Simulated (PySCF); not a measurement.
Be (SMILES [Be+]), charge +1, doublet. Base run: B3LYP/def2-TZVP (PySCF).

Input for PySCF:
```python
from pyscf import gto, scf, dft

mol = gto.Mole()
mol.atom = '''
    Be    0.00000000    0.00000000    0.00000000
'''
mol.basis = 'def2-tzvp'
mol.charge = 1
mol.spin = 1
mol.verbose = 4
mol.build()

mf = dft.UKS(mol)
mf.xc = 'b3lyp'
mf.kernel()
mf.analyze()
```

Each row names what was changed in the base input (with any setting that the change needs).

```csv
change,basis functions,E (Eh),HOMO (eV)
base,19,-14.33730,-15.24
basis = cc-pVDZ-DK; relativity = spin-free X2C,14,-14.33712,-15.25
basis = ANO-RCC-VDZP; relativity = spin-free X2C,14,-14.33973,-15.25
basis = cc-pVDZ-DK; relativity = none,14,-14.33463,-15.25
basis = ANO-RCC-VDZP; relativity = none,14,-14.33711,-15.25
basis = cc-pVTZ-DK; relativity = none,30,-14.33770,-15.25
basis = ANO-RCC-VDZP; relativity = spin-free X2C; nucleus = Gaussian (with mol.nucmod = 'G'),14,-14.33973,-15.25
basis = cc-pVTZ-DK; relativity = spin-free X2C; nucleus = Gaussian (with mol.nucmod = 'G'),30,-14.34024,-15.25
basis = cc-pVDZ-DK; relativity = spin-free X2C; nucleus = Gaussian (with mol.nucmod = 'G'),14,-14.33712,-15.25
basis = cc-pVTZ-DK; relativity = spin-free X2C,30,-14.34024,-15.25
```

Totals shift with the method and basis; they matter in differences.

Open shells are given as the SCF converged; they aren't shown to be the lowest states, and a large step between rows can be another state.

Basis sets contracted for a relativistic Hamiltonian are a mismatch without it, so the rows without relativity aren't non-relativistic limits. No row has spin-orbit coupling; sets with core potentials leave out the core electrons.
